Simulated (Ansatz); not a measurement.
Te2, multiplicity 3 (the spin of the measured ground state), most abundant isotopes (129.9062 and 129.9062 u). Constants from fifth-degree fits in 1/R to seven points on the lowest solution found; no spin–orbit coupling, no relativity up to Kr; ω_e x_e and α_e move by some per cent with the fit.

Correlated levels freeze the inner cores; with def2 sets outer-core shells near the valence are correlated too. CBS: X⁻³ extrapolation of the correlation energy, Hartree–Fock from the larger set.

The values were computed with Ansatz (a first-principles code). Each number belongs to the level named beside it. In def2 rows elements past Kr take small-core potentials, without spin–orbit coupling.

```json
[
 {"level": "PBE/def2-TZVPP", "r_e (Å)": "2.5800", "ω_e (cm⁻¹)": "244.6", "ω_e x_e (cm⁻¹)": "0.428", "α_e (cm⁻¹)": "8.97e-5"},
 {"level": "CCSD(T)/CBS(def2-TZVPP, def2-QZVPP)", "r_e (Å)": "2.5393", "ω_e (cm⁻¹)": "262.4", "ω_e x_e (cm⁻¹)": "0.436", "α_e (cm⁻¹)": "8.75e-5"}
]
```

D_e from total energies of the atoms and the molecule: 3.40 eV at PBE/def2-TZVPP.

Question: Derive the rotational constants, the centrifugal constant, the fundamental, the zero-point energy and the force constant, and test the Morse rule for the well depth.

Answer: 
μ = 64.95311 u.
- PBE/def2-TZVPP: B_e = 16.8576/(μ r_e²) = 0.038992 cm⁻¹; B₀ = B_e − α_e/2 = 0.038947 cm⁻¹; D = 4B_e³/ω_e² = 3.96e-09 cm⁻¹; fundamental ω_e − 2ω_e x_e = 244 cm⁻¹; zero-point energy ω_e/2 − ω_e x_e/4 = 122 cm⁻¹; k = μ(2πcω_e)² = 229 N/m; a Morse well would hold ω_e²/(4ω_e x_e) = 4.33 eV against the computed D_e of 3.40 eV
- CCSD(T)/CBS(def2-TZVPP, def2-QZVPP): B_e = 16.8576/(μ r_e²) = 0.040252 cm⁻¹; B₀ = B_e − α_e/2 = 0.040208 cm⁻¹; D = 4B_e³/ω_e² = 3.79e-09 cm⁻¹; fundamental ω_e − 2ω_e x_e = 262 cm⁻¹; zero-point energy ω_e/2 − ω_e x_e/4 = 131 cm⁻¹; k = μ(2πcω_e)² = 264 N/m

Measured for the ground state: r_e 2.5574 Å [Huber and Herzberg (1979), NIST Chemistry WebBook]; ω_e 247.07 cm⁻¹ [Huber and Herzberg (1979), NIST Chemistry WebBook].
